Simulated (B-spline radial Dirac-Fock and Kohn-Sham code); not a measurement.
**Gd⁴⁺: photoemission with 200 eV photons**

System: the Gd⁴⁺ ion in the configuration [Xe] 4f6.

Method: independent-particle photoionisation in a Dirac-Hartree-Slater potential with a Latter tail, all multipoles, thresholds from Dirac-Fock ΔSCF. Computed with a radial finite-basis atomic code. The asymmetry parameter β is from the dipole term alone. Kinetic energies are from the vacuum level. Open shells are spread statistically over j, without multiplet splitting.

The last column is dσ/dΩ = σ/(4π) · [1 + β P₂(cos θ)] at θ = 0° from the polarisation vector of linearly polarised light.

```
subshell  electrons  binding (eV)  kinetic (eV)  σ (kb)     β  dσ/dΩ (kb/sr)
   4f5/2       2.57         61.68         138.3    1330  0.48            156
   4f7/2       3.43         60.88         139.1    1760  0.49            209
      5s          2         101.7         98.31    83.2  1.89           19.2
   5p1/2          2         76.61         123.4    48.5  0.27           4.90
   5p3/2          4         71.57         128.4     140  0.43           15.9
```

Branching ratios of the spin-orbit partners (statistical value in brackets): 4f 1.32 (1.33), 5p 2.89 (2.00).
